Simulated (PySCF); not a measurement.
A calculated (UHF, PySCF 2.14, cc-pVDZ-X2C, scalar relativity by spin-free X2C-1e) atom or ion has these occupied shells.

```
shell  electrons  orbital energy (eV)  rms radius, mean of both spins (bohr)
 1s α          1             -63645.5                                 0.0219
 1s β          1             -63645.4                                 0.0219
 2s α          1             -10973.3                                 0.0884
 2s β          1             -10973.2                                 0.0884
 2p α          3              -9675.1                                 0.0801
 2p β          3              -9675.1                                 0.0801
 3s α          1              -2549.9                                  0.227
 3s β          1              -2549.9                                  0.227
 3p β          3              -2151.4                                  0.228
 3p α          3              -2151.3                                  0.228
 3d β          5              -1659.0                                  0.208
 3d α          5              -1659.0                                  0.208
 4s α          1              -542.20                                  0.509
 4s β          1              -542.12                                  0.509
 4p α          3              -408.44                                  0.541
 4p β          3              -408.42                                  0.541
 4d α          5              -228.36                                  0.592
 4d β          5              -228.31                                  0.592
 5s α          1              -80.366                                   1.27
 5s β          1              -79.505                                   1.27
 5p α          3              -46.266                                   1.50
 5p β          3              -45.073                                   1.50
 4f α          7              -28.888                                  0.798
 4f β          7              -28.831                                  0.798
 6s α          1              -12.561                                   3.72
 5d α          1              -11.998                                   2.75
```

(1) Name the element and its charge.

## Answers

(1) Lu⁺ (lutetium, charge +1), in [Xe] 4f14 5d1 6s1, high-spin 3D determinant (an excited configuration).
